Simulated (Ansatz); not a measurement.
The same path of BClFHO + H2S (8 atoms, charge 0, multiplicity 1) was run twice with different band settings. Lost on the way: B1–Cl2, S6–H8. Made: B1–S6, Cl2–H8.

All numbers below come from RHF/def2-SVP in Ansatz.

Relaxed end points:

```xyz
8
Properties=species:S:1:pos:R:3
B -0.019 -0.551 0.073
Cl -0.501 -1.377 1.570
F 1.227 -0.171 -0.047
O -0.860 -0.357 -0.934
H -1.751 -0.636 -0.787
S -0.258 2.743 1.495
H 0.913 2.754 0.855
H 0.250 2.225 2.617
```

```xyz
8
Properties=species:S:1:pos:R:3
B -0.063 0.664 -0.290
Cl -0.332 -0.682 3.246
F 1.092 0.100 -0.594
O -1.216 0.074 -0.600
H -1.133 -0.774 -1.013
S -0.096 2.280 0.564
H 1.226 2.438 0.650
H -0.477 0.529 2.878
```

Common settings: movable images 9; climbing image yes; spring 5.0 eV/Å²; optimiser quadratic models (default); force threshold 0.05 eV/Å; iteration limit 60; end points relaxed.

| run | start path |
| --- | --- |
| 1 | through a guess of the saddle point |
| 2 | straight line |

Task: What does each run give, and how far can it be trusted?

Result: Run 1: converged after 32 iterations, highest image 2.031 eV above the first end. A vibrational analysis at the climbing image gives one clearly imaginary mode, 1201i cm⁻¹: a first-order saddle point.
Run 2: converged after 28 iterations, highest image 2.031 eV above the first end. Another band between the same ends (9 images) ends at a top of the same energy, where a vibrational analysis finds 1 clearly imaginary mode.
The orbitals stay closed-shell, which can raise the energy where a bond breaks towards radicals; this wasn't checked here.
